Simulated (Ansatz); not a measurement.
The first iterations of a band of BCl2H + ClH (6 atoms, charge 0, multiplicity 1).

Computed with RKS BHLYP/def2-SVP in Ansatz.

```
movable images  : 5
climbing image  : yes
spring          : 5.0 eV/Å²
optimiser       : quadratic models (default)
start path      : through a guess of the saddle point
force threshold : 0.05 eV/Å
iteration limit : 60
end points      : relaxed
```

First end point:

```xyz
6
Properties=species:S:1:pos:R:3
B 0.003 0.459 -0.222
H 0.018 0.671 0.947
Cl 1.503 0.385 -1.100
Cl -1.520 0.300 -1.047
Cl 0.107 -2.678 1.162
H 0.018 -2.062 2.280
```

Last end point:

```xyz
6
Properties=species:S:1:pos:R:3
B 0.027 -0.678 -0.733
H -0.009 0.272 2.455
Cl 1.509 0.203 -0.970
Cl -1.504 0.117 -0.959
Cl 0.077 -2.359 -0.278
H 0.028 -0.478 2.505
```

| iteration | highest image above the first end (eV) | largest band force component (eV/Å) |
| --- | --- | --- |
| 1 | 3.086 | 3.709 |
| 2 | 1.599 | 2.295 |
| 3 | 1.250 | 5.203 |
| 4 | 1.248 | 1.958 |
| 5 | 1.228 | 0.782 |
| 6 | 1.162 | 3.357 |
| 7 | 1.219 | 0.711 |
| 8 | 1.227 | 3.117 |
| 9 | 1.259 | 7.375 |
| 10 | 1.252 | 6.691 |
| 11 | 1.198 | 2.073 |

Does the band converge within its limit, and where does its top end?

The run converged. It ended after 33 iterations with the highest image 1.276 eV above the first end. A vibrational analysis at the climbing image gives one clearly imaginary mode, 1073i cm⁻¹: a first-order saddle point. The orbitals stay closed-shell, which can raise the energy where a bond breaks towards radicals; this wasn't checked here.

Run time: 5.9 min on 1 thread of Arm Neoverse V2, on a shared host, peak memory 0.15 GiB.
